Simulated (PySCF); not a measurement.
C3H5F3. Atoms are numbered in the order given.

```xyz
11

C     -1.9119     0.2880    -0.0335
C     -0.5226     0.2933     0.5704
F     -0.3108    -0.8864     1.2570
C      0.5718     0.4409    -0.4772
F      1.7907     0.4039     0.1124
F      0.5074    -0.5742    -1.3772
H     -2.0024    -0.5409    -0.7502
H     -2.6617     0.1579     0.7593
H     -2.1179     1.2344    -0.5576
H     -0.4013     1.1279     1.2852
H      0.4735     1.3975    -1.0241
```

Geometry optimised at B3LYP-D3(BJ)/def2-SVP. The structure was generated by enumeration; whether it is a known compound was not checked. Other conformers were not sampled.

All values below come from TDA-PBE/def2-SVPD (PySCF).

Vertical excitations. The molecule is in vacuum.

```csv
state,energy (eV),λ (nm),f,main pairs
S1,7.66,162,0.017,HOMO→LUMO 99 %
S2,8.18,152,0.008,HOMO−1→LUMO 98 %
S3,8.36,148,0.006,HOMO→LUMO+1 96 %
S4,8.74,142,0.020,HOMO→LUMO+2 97 %
S5,8.84,140,0.006,HOMO→LUMO+3 87 %
S6,8.89,140,0.028,HOMO−1→LUMO+1 84 %
S7,9.05,137,0.022,HOMO−2→LUMO 94 %
S8,9.25,134,0.020,HOMO−1→LUMO+2 93 %
S9,9.34,133,0.011,HOMO−3→LUMO 97 %
S10,9.39,132,0.031,HOMO−1→LUMO+3 93 %
T1,7.42,167,0,HOMO→LUMO 99 %
T2,7.98,155,0,HOMO−1→LUMO 98 %
T3,8.10,153,0,HOMO→LUMO+1 97 %
T4,8.46,147,0,HOMO→LUMO+2 96 %
```
Triplets are in the Tamm–Dancoff approximation.
